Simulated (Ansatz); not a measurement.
Start from `SB[SiH2][SeH]` and change one atom or group to get `[SiH3][SiH2]BS`.

Ansatz, PBE0-D4/def2-TZVP geometries, multiplicity 1. Each molecule was computed in one conformer, which needn't be the lowest.

Scalar relativity is left out up to krypton.

| property | `SB[SiH2][SeH]` |
| --- | --- |
| LUMO energy (ωB97M-V/def2-TZVPP) / eV | 0.02 |
| size of the dipole moment (PBE/def2-TZVPP) / D | 2.08 |
| HOMO–LUMO gap (ωB97M-V/def2-TZVPP) / eV | 9.04 |
| HOMO energy (PBE0/def2-TZVPP) / eV | -6.87 |
| HOMO energy (ωB97M-V/def2-TZVPP) / eV | -9.02 |
| LUMO energy (PBE0/def2-TZVPP) / eV | -1.95 |

Task: Give the same properties after the change, and the shifts. (Estimate.)

Result: Ansatz gave: 
```csv
property,`[SiH3][SiH2]BS`,shift
LUMO energy (ωB97M-V/def2-TZVPP) / eV,0.01,-0.01
size of the dipole moment (PBE/def2-TZVPP) / D,0.73,-1.35
HOMO–LUMO gap (ωB97M-V/def2-TZVPP) / eV,9.87,0.83
HOMO energy (PBE0/def2-TZVPP) / eV,-7.86,-0.99
HOMO energy (ωB97M-V/def2-TZVPP) / eV,-9.87,-0.85
LUMO energy (PBE0/def2-TZVPP) / eV,-1.91,0.04
```

Dipoles are sizes alone; their direction can turn.

Spin–orbit coupling is left out; it splits and shifts lone-pair levels of the heavy atoms by tenths of an eV.
